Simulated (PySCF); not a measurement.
CH5B2Ge, BClGeH4N (calculated)

All values are calculated (PySCF 2.14.0). Calculation on a computer-drawn molecule: the log of a Hartree-Fock and frozen-core CCSD(T) single point meant for a local Hartree-Fock minimum, with one planted fault or none, to be diagnosed. Offsets are logged minus clean, where the clean run is the same molecule without the fault. The reference is restricted for singlets and unrestricted otherwise, and also for a bond in bohr or an excited solution. Adding or removing an electron swaps singlet and doublet. The excited solution moves the top pair (singlet) or top alpha electron (doublet) to the lowest empty orbital. Highest occupied and lowest empty are orbital energies over both spins, largest force is the largest gradient component, triples share is (T) over the correlation energy, the T1 limit is 0.02 restricted and 0.045 unrestricted, electrons count all cores, a negative frequency is imaginary (commonest isotopes), and the dipole is about the centre of nuclear charge; on germanium a core potential holds 10 electrons, which the energies leave out, and 3d is frozen in MP2 and coupled-cluster steps.

Common to all runs: meant basis and core potential on germanium cc-pVDZ-PP ECP10MDF; logged SCF converged yes; possible faults no fault, one electron removed, one electron added, multiplicity raised by two, geometry at a saddle point, SCF held on an excited solution, minimal basis STO-3G, one bond length entered in bohr, all coordinates scaled.

```yaml
- entry: 1
  formula: CH5B2Ge
  logged_structure:
    atoms_angstrom:
      - [B, -1.3444, -0.0323, 0.2808]
      - [Ge, 0.6175, -0.4675, -0.239]
      - [C, 1.0022, -0.066, -2.1122]
      - [B, 1.4465, -1.09, -2.9162]
      - [H, -2.0928, 0.8394, -0.0544]
      - [H, 0.9384, -1.9484, 0.0113]
      - [H, 1.5255, 0.3664, 0.6848]
      - [H, 0.8295, 0.9519, -2.4428]
      - [H, 1.8243, -2.0056, -3.5509]
  given:
    meant_charge: 0
    meant_multiplicity: 2
    meant_basis: cc-pVDZ
    logged_electrons: 53
    logged_basis_functions: 90
    logged_spin_squared: 0.7894
    "logged_highest_occupied [eV]": -7.8494
    "logged_lowest_empty [eV]": 0.33879
    "logged_largest_force [hartree/bohr]": 0.03209
    "logged_dipole_magnitude [debye]": 1.1884
    logged_SCF_stable_within_its_kind: "no"
    "logged_energy_HF [hartree]": -383.34586
    drawn_bonds_atom: [1, 2, 3, 1, 2, 2, 3, 4]
    drawn_bonds_other_atom: [2, 3, 4, 5, 6, 7, 8, 9]
    drawn_bonds_order: [1, 1, 2, 1, 1, 1, 1, 1]
  results:
    planted_fault: "SCF held on an excited solution"
    "HF_energy_offset_from_clean_run [kcal/mol]": 21.06
  notes: ["coupled-cluster numbers left out as unreliable"]
- entry: 2
  formula: BClGeH4N
  logged_structure:
    atoms_angstrom:
      - [B, -1.576, 0.7943, -0.9801]
      - [Ge, -0.6307, -0.2338, 0.5903]
      - ["N", 0.7285, -1.306, 0.5053]
      - [Cl, -1.3248, -0.0174, 2.5436]
      - [H, -1.1592, 1.8764, -1.2268]
      - [H, -2.4786, 0.2348, -1.5071]
      - [H, 1.2019, -1.5361, -0.3512]
      - [H, 1.1163, -1.7576, 1.3169]
  given:
    meant_charge: 1
    meant_multiplicity: 1
    meant_basis: "cc-pV(D+d)Z"
    logged_electrons: 64
    logged_basis_functions: 94
    logged_spin_squared: 2.0456
    "logged_highest_occupied [eV]": -11.851
    "logged_lowest_empty [eV]": -6.5537
    "logged_largest_force [hartree/bohr]": 0.1154
    logged_T1_diagnostic: 0.022965
    logged_D1_diagnostic: 0.12922
    logged_triples_share: 0.025212
    logged_CC_converged: "yes"
    "logged_dipole_magnitude [debye]": 7.533
    logged_SCF_stable_within_its_kind: "yes"
    "logged_energy_HF [hartree]": -833.98141
    "logged_energy_CCSD(T) [hartree]": -834.46345
    drawn_bonds_atom: [1, 2, 2, 1, 1, 3, 3]
    drawn_bonds_other_atom: [2, 3, 4, 5, 6, 7, 8]
    drawn_bonds_order: [1, 1, 1, 1, 1, 1, 1]
  results:
    planted_fault: "multiplicity raised by two"
    "HF_energy_offset_from_clean_run [kcal/mol]": 88.53
    "CCSD(T)_energy_offset_from_clean_run [kcal/mol]": 111.7
```
